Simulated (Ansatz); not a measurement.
Program: Ansatz. Geometries: PBE0-D4/def2-TZVP. ΔE: electronic, gas phase. CBS: MP2 limit from def2 TZ/QZ plus the TZ coupled-cluster correction, frozen cores. DFT in def2-TZVPP. B3LYP here is the variant with VWN-RPA as its local correlation; programs differ in this. For Se outer-core shells are correlated without core-valence functions, which leaves a few kJ/mol of doubt a bond. Scalar relativity is left out up to krypton. One conformer a species, not always the lowest.

Reaction (formal exchange of groups at the Se–Si bond): `OP[SiH2][SeH]` + `[AlH2][CH2]Cl` → `Cl[CH2][AlH][SeH]` + `OP[SiH3]`

(1) Is it downhill or uphill in electronic energy at CCSD(T)/CBS, and by how much? (Best estimate.)

(2) What do these levels give: PBE0-D4, B3LYP-D4, B3LYP, HF/def2-TZVPP, CCSD/def2-TZVPP, HF/def2-QZVPP? (Best estimate.)

Largest T1 diagnostic among the species: 0.013.

Results:

(1) Computed: Downhill: ΔE = -72.2 kJ/mol.

(2) The calculation gave: PBE0-D4 -70.1, B3LYP-D4 -69.2, B3LYP -71.1, HF/def2-TZVPP -69.6, CCSD/def2-TZVPP -72.9, HF/def2-QZVPP -68.8 kJ/mol.

In def2-TZVPP, CCSD(T) changes the Hartree–Fock value by −3.9 kJ/mol (the triples alone add −0.6 kJ/mol) and MP2 by −3.6 kJ/mol.
